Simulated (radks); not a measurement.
All-electron atom: Pt2- in [Hg].

Calculated with a radial shooting solver on a logarithmic mesh with Libxc functionals: scalar-relativistic Kohn-Sham, LDA (Slater exchange, VWN5 correlation), spin-polarised, spherical densities, point nucleus; Watson sphere of charge +2 and radius 5.57 bohr.

Energy parts (Ry; the electron-nucleus part includes the sphere):
part                       energy
total                 -36863.8536
kinetic                41049.6533
electron-nucleus      -91631.0011
Hartree                14406.1980
exchange-correlation    -688.7038

Orbitals (lengths in bohr, moments of r in powers of bohr):
orbital  occ.  eigenvalue (Ry)       <r^4>      <r>   <1/r>
1s          2        -5760.174   4.523e-07  0.01715   93.95
2s          2        -1011.731  0.00006665  0.07238   22.01
2p          6        -877.0272  0.00005370  0.06525   19.66
3s          2        -237.3690    0.002420   0.1872   8.157
3p          6        -198.1516    0.002646   0.1883   7.461
3d         10        -155.5757    0.002034   0.1705   7.030
4s          2        -50.69829     0.05480   0.4153   3.493
4p          6        -37.83422     0.07328   0.4422   3.157
4d         10        -22.21611      0.1026   0.4685   2.826
4f         14         -4.84983      0.2218   0.5161   2.390
5s          2         -7.17678       1.509   0.9512   1.422
5p          6         -3.80187       2.936    1.104   1.202
5d         10         -0.16519       94.88    1.949  0.7341
6s          2         -0.26188       512.1    3.700  0.3529

The highest occupied level is 5d at -2.247 eV. Summed over all electrons, <r^2> = 104.6 bohr^2, which gives a Langevin (diamagnetic) susceptibility term of -82.8 x 10^-6 cm^3/mol. The density falls to 0.001 e/bohr^3 at r = 5.41 bohr.
